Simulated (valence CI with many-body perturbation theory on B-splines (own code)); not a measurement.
## Pb LI: key properties

Computed by valence CI with perturbative core correlation (CI+MBPT): four valence electrons over a frozen Dirac-Fock core [Ar] 3d10, radial functions for each j: 9 s, 9 p, 8 d, 6 f, 3 g, 1 h, with the one-electron correlation potential Σ1, the two-electron term Σ2, the three-electron term Σ3, Breit, model QED; selected CI, second order for the rest, scaled by the run's own slope (own B-spline code, finite nucleus).

No measured spectrum was set against this ion. As an estimate, large intervals hold to a few tenths of a per cent, small ones and those within an open d or f shell to about a per cent.

Levels are named by their leading jj configuration (3d3/2^4 stands for four electrons in 3d with j = 3/2), which in mixed levels can hold well under half, so a name can repeat and another be missing.

Rates and lifetimes use the calculated energies. Strong lines usually hold to 10 to 20 %, long lifetimes can be off by a factor of two.

Q: What is the ground level?

A: (4s^2 4p1/2^2) J=0, composition 69 % 4s2 4p2 3P + 31 % 4s2 4p2 1S.

Q: Name the longest-lived excited levels whose lifetime is computed, and their main decay.

A: (4s^2 4p1/2 4p3/2) J=2 at 166.71 eV lives 753 ns, mostly by E2 to (4s^2 4p1/2^2) J=0; (4s^2 4p1/2 4p3/2) J=1 at 161.74 eV lives 37.4 ns, mostly by M1 to (4s^2 4p1/2^2) J=0; (4s^2 4p3/2 4d5/2) J=4 at 547.04 eV lives 33.8 ns, mostly by M1 to (4s^2 4p1/2 4d5/2) J=3.

Q: Among levels below 609.22 eV, which E1 lines absorb most strongly from the ground level?

A: to (4s^2 4p1/2 4d3/2) J=1 at 3.397 nm, f = 1.72; to (4s 4p1/2^2 4p3/2) J=1 at 4.187 nm, f = 0.601; to (4s 4p1/2 4p3/2^2) J=1 at 2.681 nm, f = 0.00208.

Q: What are the static dipole polarisabilities of the lowest levels?

A: (4s^2 4p1/2^2) J=0 0.0164 bohr³, of which the core gives 0.00124.

Q: How well does LS coupling describe the low levels?

A: Among the lowest 20 levels the leading LS term, summed over configurations, holds 59 % on average. For single configurations the figures are 58 % in LS and 97 % in jj coupling. Terms mix most in the J = 2 level at 466.41 eV, where the leading one holds 30 %.
